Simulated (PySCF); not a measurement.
C₂H₃ClFGa. Atoms are numbered in the order given.

```xyz
8

Ga    -0.1395    -0.2804     0.2405
F     -0.6275    -1.0991     1.7062
Cl     0.5731     1.7086     0.5511
C     -0.2092    -1.0566    -1.5167
C      0.2129    -0.3340    -2.5628
H     -0.5836    -2.0744    -1.6736
H      0.1974    -0.7294    -3.5862
H      0.5940     0.6874    -2.4422
```

Geometry: ωB97X-D3(BJ)/def2-SVP. The structure was generated by enumeration; whether it is a known compound was not checked. Other conformers were not sampled.

Calculation: IEF-PCM-M06-2X/def2-SVP (PySCF).

The values are the electrostatic part of the solvation free energy, E(continuum) − E(gas) at the gas-phase geometry, in a cavity of scaled van der Waals radii (PySCF's table); cavitation and dispersion terms are not included. A continuum can't describe solvent molecules that bind to the metal. In vacuum the orbital gap is 8.99 eV. The dipole moment in vacuum is 3.24 D.

```tsv
solvent	ε	ΔG(elec) (kcal/mol)	dipole (D)	gap (eV)
water	78.36	___	___	___
chloroform	4.71	-4.8	3.66	9.00
dichloromethane	8.93	-5.7	3.73	9.01
```

### Question
Fill in the missing entries. (An estimate is asked for; the answer gives what the named calculation found.)

### Answer

- water, ΔG(elec) (kcal/mol): -6.7
- water, dipole (D): 3.80
- water, gap (eV): 9.02
